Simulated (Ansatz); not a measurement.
Cl2H4O2Si2 (`O[Si](Cl)(Cl)O[SiH3]`) at its PBE0-D4/def2-TZVP geometry, where that method's forces vanish. Total charge 0; spin multiplicity 1.

```xyz
10

O    -1.8638    0.3179   -1.5512
Si   -1.1281   -0.2864   -0.2453
Cl   -2.1286    0.2213    1.4568
Cl   -1.0613   -2.3226   -0.3202
O     0.3507    0.3170   -0.2219
Si    1.8278    0.4001    0.4981
H    -2.7726    0.0640   -1.7199
H     2.6730    1.2939   -0.3257
H     2.4238   -0.9565    0.5623
H     1.6790    0.9512    1.8669
```

Question: What forces (eV/Å) does ωB97M-V/def2-TZVPP give on these atoms in Ansatz 0.2.0? (Best estimate.)

Answer: Ansatz gave: 
```
O1  -0.095  0.011 -0.072
Si2 -0.015 -0.031  0.035
Cl3 -0.018  0.010  0.037
Cl4  0.005 -0.042  0.000
O5   0.014  0.029 -0.032
Si6  0.245  0.026  0.104
H7   0.023  0.017 -0.012
H8  -0.100 -0.112  0.106
H9  -0.074  0.159 -0.006
H10  0.015 -0.068 -0.161
```
